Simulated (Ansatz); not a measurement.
C4H6F4 (`C[C@H](F)[C@H](F)C(F)F`) at its PBE0-D4/def2-TZVP geometry, where that method's forces vanish. Charge 0, multiplicity 1.

```xyz
14

C     1.0886   -1.3339    0.2039
C     0.6690   -0.1938   -0.6884
F     1.5265    0.8824   -0.4959
C    -0.7578    0.2863   -0.5030
F    -1.1182    1.0378   -1.6012
C    -0.9794    1.1717    0.7114
F    -2.2808    1.5293    0.7658
F    -0.7012    0.4737    1.8404
H     2.1161   -1.6133   -0.0315
H     1.0297   -1.0603    1.2563
H     0.4502   -2.2031    0.0316
H     0.7591   -0.4802   -1.7420
H    -1.4350   -0.5725   -0.4383
H    -0.3667    2.0758    0.6910
```

Question: What forces (eV/Å) does r2SCAN-D4/def2-TZVPP give on these atoms in Ansatz 0.2.0? (Best estimate.)

Answer: Computed: 
```
C1   0.044 -0.093  0.087
C2  -0.172 -0.278 -0.123
F3   0.218  0.308  0.064
C4   0.012 -0.263  0.240
F5  -0.094  0.242 -0.288
C6   0.286  0.181 -0.259
F7  -0.363  0.089 -0.001
F8   0.082 -0.216  0.306
H9  -0.018  0.006  0.003
H10  0.002  0.002 -0.023
H11  0.010  0.016  0.006
H12  0.003  0.002 -0.020
H13 -0.018 -0.015  0.008
H14  0.007  0.018 -0.002
```
